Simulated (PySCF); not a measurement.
C4H5NO.

```xyz
11

C     -0.1461    -1.4147     0.0000
C      1.0741    -0.8353     0.0000
O      1.2684     0.4837     0.0000
C      0.0956     1.3671     0.0000
N     -1.1985     0.7614     0.0000
C     -1.2929    -0.5148     0.0000
H     -0.2610    -2.4974     0.0000
H      2.0177    -1.3900     0.0000
H      0.2031     2.0101    -0.8920
H      0.2031     2.0101     0.8920
H     -2.3049    -0.9461     0.0000
```
Charge 0, spin multiplicity 1.

Geometry optimised at B3LYP-D3(BJ)/def2-SVP. The geometry has at least one imaginary mode, so it is a saddle point at that level. Other conformers were not sampled.

Computed with PBE/pcSseg-1 run with PySCF. Non-relativistic, no solvent.

Computed absolute GIAO shielding of each atom: isotropic value and principal components (ppm):
```csv
atom,σ(iso),σ11,σ22,σ33,span
C1,83.5,-17.2,108.9,159.0,176.2
C2,21.5,-82.6,47.9,99.1,181.7
O3,194.0,29.6,240.1,312.4,282.8
C4,88.8,69.0,77.5,119.9,50.9
N5,-50.7,-326.5,-46.3,220.8,547.4
C6,25.5,-75.5,17.4,134.5,210.0
H7,27.0,25.3,27.8,28.1,2.8
H8,24.9,23.1,24.8,26.7,3.5
H9,24.7,21.6,24.6,27.9,6.3
H10,24.7,21.6,24.6,27.9,6.3
H11,24.2,23.3,23.7,25.5,2.1
```
